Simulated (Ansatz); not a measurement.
BrClH3InOSi (`[SiH3][O][In]([Cl])[Br]`), relaxed with RKS PBE0-D4/def2-TZVP in Ansatz from a GFN2-xTB geometry. The force threshold is 0.005 eV/Å; the program also tests the step.

The species carries charge 0 and has multiplicity 1. In: def2 effective core potential.

Start:

```xyz
8

Si    1.207    0.432    0.859
O     0.454   -0.010   -0.506
In   -1.371   -0.457   -1.057
Cl   -2.972    1.173   -1.083
Br   -1.583   -2.784   -1.828
H     1.192   -0.690    1.810
H     2.537    0.743    0.339
H     0.536    1.593    1.465
```

(1) How much energy does the relaxation release, and in how many steps? (Best estimate.)

(2) Which bonds change most? (Estimate.)

(3) Give the relaxed structure. (Best estimate.)

Answers

(1) Computed: 0.13 eV, in 15 steps, 1 of them rejected.

(2) Computed: In3–Br5 from 2.460 to 2.425 Å; Si1–H7 from 1.461 to 1.487 Å; Si1–H8 from 1.471 to 1.490 Å; Si1–O2 from 1.621 to 1.638 Å.

(3) The calculation gave: 
```xyz
8

Si    1.194    0.436    0.866
O     0.408   -0.583   -0.148
In   -1.319   -0.646   -1.055
Cl   -2.785    1.097   -0.742
Br   -1.832   -2.551   -2.464
H     1.400   -0.227    2.181
H     2.516    0.785    0.283
H     0.418    1.690    1.080
```
